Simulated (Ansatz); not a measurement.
CH₃ClFISi, SMILES `C[Si](F)(Cl)I` at its PBE0-D4/def2-TZVP geometry, where that method's forces vanish. Total charge 0; spin multiplicity 1. I takes the def2 core potential.

```xyz
8

C     0.3393    0.7312   -0.6797
Si   -0.2474   -0.4588    0.5956
F     0.3509   -0.0669    2.0140
Cl   -2.2764   -0.4014    0.7700
I     0.4599   -2.7267    0.1124
H     0.0187    1.7417   -0.4153
H     1.4291    0.7071   -0.7411
H    -0.0742    0.4737   -1.6560
```

Q: What forces (eV/Å) does r2SCAN-D4/def2-TZVPP give on these atoms in the Gaussian-basis code of Ansatz? (Estimate.)

A: Ansatz gave: 
```
C1  -0.003 -0.013  0.007
Si2  0.011  0.039 -0.044
F3   0.027  0.022  0.054
Cl4 -0.082  0.019  0.010
I5   0.040 -0.089 -0.018
H6   0.009 -0.012 -0.012
H7  -0.023  0.011 -0.011
H8   0.020  0.021  0.013
```
